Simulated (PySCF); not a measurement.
FGa, neutral, multiplicity 1.

```xyz
2

Ga     0.0000     0.0000    -0.4056
F      0.0000     0.0000     1.3971
```
Charge 0, spin multiplicity 1.

The structure is a stationary point at B3LYP-D3(BJ)/def2-TZVPD.

Method: PySCF with PBE/pcSseg-2. Non-relativistic, no solvent.

**Question.** Give the absolute GIAO shielding of each atom: isotropic value and principal components (ppm). (The exact figures need the calculation; the answer reports its results.)

**Answer.** 
```tsv
atom	σ(iso)	σ11	σ22	σ33	span
Ga1	1923.7	1565.7	1565.7	2639.8	1074.1
F2	71.9	-136.4	-136.4	488.4	624.8
```
